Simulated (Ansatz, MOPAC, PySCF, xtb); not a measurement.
Dimer: H2O (SMILES O) (first 3 atoms) with CH2O (SMILES C=O); geometry from B3LYP-D3(BJ)/def2-TZVP, rigid monomers moved along the line of their centres of mass till H2···O5 is 1.79 Å.
(charge 0, multiplicity 1):
```xyz
7

O      0.275    -0.115     0.540
H     -0.463    -0.441     1.078
H     -0.043    -0.112    -0.368
C     -0.278    -0.308     3.402
O     -1.157    -0.732     2.697
H      0.642     0.129     2.980
H     -0.361    -0.341     4.503
```

```
level                                  interaction energy (meV)  minus CCSD(T)/CBS(aug-cc-pVDZ, aug-cc-pVTZ)  cost
-------------------------------------  ------------------------  -------------------------------------------  ----
GFN-FF                                                   -178.9                                         23.7     -
AM1                                                        32.0                                        234.6     -
PM6                                                      -152.7                                         49.9     -
GFN2-xTB                                                 -122.3                                         80.4     -
HF/6-31G*                                                -100.5                                        102.1     -
HF/6-31G* (no counterpoise)                              -166.7                                         36.0     -
PBE/def2-TZVPPD                                          -169.3                                         33.3    ×1
PBE-D4/def2-TZVPPD                                       -199.4                                          3.2    ×1
BP86/6-31G* (no counterpoise)                            -207.7                                         -5.0     -
r2SCAN-D3(BJ)/def2-TZVPPD                                -219.4                                        -16.8    ×1
r2SCAN-D4/def2-TZVPPD                                    -218.0                                        -15.4    ×1
B3LYP/6-31G*                                             -136.4                                         66.2     -
B3LYP/6-31G* (no counterpoise)                           -239.5                                        -36.8     -
B3LYP/def2-TZVPPD                                        -148.7                                         53.9    ×1
B3LYP-D4/def2-TZVPPD                                     -195.8                                          6.8    ×1
PBE0-D3(BJ)/def2-TZVPPD                                  -210.6                                         -7.9    ×1
PBE0-D4/def2-TZVPPD                                      -209.0                                         -6.3    ×1
MP2/aug-cc-pVDZ                                          -155.6                                         47.0     -
CCSD(T)/aug-cc-pVTZ                                      -187.5                                         15.2  ×70*
CCSD(T)/CBS(aug-cc-pVDZ, aug-cc-pVTZ)                    -202.6                                          0.0  ×70*
```

 The comparison column counts from a level with limits of its own.

The rows run from -239.5 (B3LYP/6-31G* (no counterpoise)) to 32.0 meV (AM1). The dispersion term adds -30.1 in PBE-D4, -47.1 in B3LYP-D4.

Monomers are frozen at their geometry in the pair; levels with a basis set take the counterpoise correction. Rows marked so take none.

Frozen-core correlation. CBS(a, b) extrapolates the correlation energy as X⁻³ and adds the Hartree–Fock energy of set b. Rows in 6-31G* carry no dispersion term and start afresh at each structure (6-31G* with six Cartesian d functions). The state that AM1, PM6 reach isn't checked.

Programs: Ansatz (a program for electronic structure); MOPAC for AM1, PM6 (differences of heats of formation); PySCF for 6-31G* rows, the dispersion terms; xtb for the GFN methods. 

Costs are rough ratios of core time to PBE/def2-TZVPPD (about 6 s over the structures, on one shared machine); a dash marks a level with no comparable run of its own. A star marks coupled-cluster runs past 200 virtual orbitals, where the program's memory plan changes under this machine's limit, so their costs aren't comparable with smaller runs.
